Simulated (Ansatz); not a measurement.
Total energies of Al2N2 from Ansatz at PBE0-D4/def2-TZVP, gas phase (1 Eh = 27.2114 eV = 2625.5 kJ/mol). The reference geometry is relaxed at PBE0-D4/def2-TZVP.

```xyz
4

Al   -0.532    1.661   -0.759
Al    0.532   -1.661    0.759
N     0.574    0.236    0.114
N    -0.574   -0.236   -0.114
```

```csv
state,geometry,energy (Eh)
charge 0 singlet,reference,-594.03094
charge 1 doublet,reference,-593.73250
charge 0 triplet,relaxed at PBE0-D4/def2-TZVP,-593.98753
charge 0 quintet,relaxed at PBE0-D4/def2-TZVP,-593.92789
free Al atom (doublet),–,-242.24894
free N atom (quartet),–,-54.54382
```

Task: Work out the vertical ionisation energy to the doublet.

Result: E(charge 1 doublet) − E(charge 0 singlet) = -593.73250 − (-594.03094) = 0.29844 Eh = 8.12 eV. For comparison, −ε of the highest occupied level is 6.33 eV at this level, 1.79 eV less.

Task: Which of the charge 0 states is lowest, and how far above it are the others?

Result: The singlet. triplet: -593.98753 − (-594.03094) = 0.04341 Eh = 114.0 kJ/mol; quintet: -593.92789 − (-594.03094) = 0.10305 Eh = 270.6 kJ/mol. The quintet differs in its bonds from the reference.

Task: What is the binding energy per atom against free atoms?

Result: Atoms: 2 × (-242.24894) + 2 × (-54.54382) = -593.58552 Eh. Binding: -593.58552 − (-594.03094) = 0.44542 Eh = 12.12 eV, or 3.03 eV for each of 4 atoms (no zero-point energy, no counterpoise term).

The structure comes from a short search, and lower isomers may exist.
